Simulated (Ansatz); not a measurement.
AuH, closed-shell singlet (the spin of the measured ground state), most abundant isotopes (196.9666 and 1.0078 u). Constants from fifth-degree fits in 1/R to seven points on the lowest solution found; no spin–orbit coupling, no relativity up to Kr; ω_e x_e and α_e move by some per cent with the fit.

Correlated levels freeze the inner cores; with def2 sets outer-core shells near the valence are correlated too. CBS(a, b) extrapolates the correlation energy as X⁻³ and adds the Hartree–Fock energy of set b.

Run with Ansatz (a first-principles code) with Gaussian orbitals. Values without a source in brackets are computed. In def2 rows elements past Kr take small-core potentials, without spin–orbit coupling.

```json
[
 {"level": "PBE/def2-TZVPP", "r_e (Å)": "1.5373", "ω_e (cm⁻¹)": "2241.3", "ω_e x_e (cm⁻¹)": "41.5", "α_e (cm⁻¹)": "0.212"},
 {"level": "CCSD(T)/CBS(def2-TZVPP, def2-QZVPP)", "r_e (Å)": "1.5112", "ω_e (cm⁻¹)": "2296.9", "ω_e x_e (cm⁻¹)": "27.6", "α_e (cm⁻¹)": "0.195"}
]
```

D_e from total energies of the atoms and the molecule: 3.19 eV at PBE/def2-TZVPP; 3.32 eV at CCSD(T)/CBS(def2-TZVPP, def2-QZVPP).

Derive the rotational constants, the centrifugal constant, the fundamental, the zero-point energy and the force constant, and test the Morse rule for the well depth.


μ = 1.00269 u.
- PBE/def2-TZVPP: B_e = 16.8576/(μ r_e²) = 7.1140 cm⁻¹; B₀ = B_e − α_e/2 = 7.0080 cm⁻¹; D = 4B_e³/ω_e² = 2.87e-04 cm⁻¹; fundamental ω_e − 2ω_e x_e = 2158 cm⁻¹; zero-point energy ω_e/2 − ω_e x_e/4 = 1110 cm⁻¹; k = μ(2πcω_e)² = 297 N/m; the line J = 1 ← 0 at 2B₀ = 420.2 GHz; a Morse well would hold ω_e²/(4ω_e x_e) = 3.75 eV against the computed D_e of 3.19 eV
- CCSD(T)/CBS(def2-TZVPP, def2-QZVPP): B_e = 16.8576/(μ r_e²) = 7.3615 cm⁻¹; B₀ = B_e − α_e/2 = 7.2637 cm⁻¹; D = 4B_e³/ω_e² = 3.02e-04 cm⁻¹; fundamental ω_e − 2ω_e x_e = 2242 cm⁻¹; zero-point energy ω_e/2 − ω_e x_e/4 = 1142 cm⁻¹; k = μ(2πcω_e)² = 312 N/m; the line J = 1 ← 0 at 2B₀ = 435.5 GHz; a Morse well would hold ω_e²/(4ω_e x_e) = 5.92 eV against the computed D_e of 3.32 eV

Measured for the ground state: r_e 1.5238 Å [Huber and Herzberg (1979), NIST Chemistry WebBook]; ω_e 2305 cm⁻¹ [Huber and Herzberg (1979), NIST Chemistry WebBook].
